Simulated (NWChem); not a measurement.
## Correlation energy of PbS

```xyz
2

Pb     0.0000     0.0000     0.3822
S      0.0000     0.0000    -1.9586
```
Charge 0, spin multiplicity 1.

Everything below was run with NWChem. All single points use one geometry, from PBE/def2-SVP with def2 effective core potentials on Pb, a minimum by its harmonic frequencies.

Basis set: def2-TZVP. Each correlation energy counts from its own Hartree-Fock reference.

```
method        correlation energy (mHa)  difference from CCSD(T)
------------  ------------------------  -----------------------
MP2                             -561.9                     +3.3
SCS-MP2                         -513.7                    +51.6
CR-CCSD[T]                      -560.3                     +4.9
CR-CCSD(T)                      -558.5                     +6.8
CCSD                            -540.7                    +24.6
CCSD+T(CCSD)                    -567.9                     -2.7
CCSD(T)                         -565.2                      0.0
```

The values span 54.2 mHa, from CCSD+T(CCSD) (lowest) to SCS-MP2 (highest). 

Effective core potentials replace the inner electrons of Pb; spin-orbit coupling is left out. The correlated methods keep 9 core orbitals frozen. The structure started from a generated list of species. Differences from the coupled-cluster row are differences between methods, not errors against experiment.
